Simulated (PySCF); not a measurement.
# Working with the constants of WS

ROHF-CCSD(T) constants of WS, ⁵Π (quintet), unpaired electrons σ ↑, π ↑, δ ↑↑ (PySCF, scalar-relativistic core potentials, basis sets W def2-TZVPP with ECP60, S def2-TZVPP; masses 183.9509 and 31.9721 u):

- ωe: 510.9 cm⁻¹
- ωexe: 1.55 cm⁻¹
- Be: 0.13509 cm⁻¹
- αe: 0.000488 cm⁻¹
- D (centrifugal): 3.78e-08 cm⁻¹

Task: Give the vibrational terms G(v) and spacings up to v = 6.

Result: G(v) = ωe(v+½) − ωexe(v+½)².

| v | G(v) (cm⁻¹) | G(v) − G(v−1) | Bv (cm⁻¹) |
| --- | --- | --- | --- |
| 0 | 255.1 |  | 0.1348 |
| 1 | 762.9 | 507.8 | 0.1344 |
| 2 | 1267.6 | 504.7 | 0.1339 |
| 3 | 1769.2 | 501.6 | 0.1334 |
| 4 | 2267.7 | 498.5 | 0.1329 |
| 5 | 2763.1 | 495.4 | 0.1324 |
| 6 | 3255.4 | 492.3 | 0.1319 |

Correlated steps freeze 5 core orbitals. De is left out where the level can put another filling of the metal’s s and d shells below the measured ground configuration, by anything from nothing to about 1 eV. Spin–orbit coupling is left out, which matters for elements this heavy, above all for dissociation energies. The CCSD T1 diagnostic is raised, a sign that a single reference may not be enough here. The state is the lowest single determinant that the PBE0 search found; with open d or f shells the true ground state can be another one.
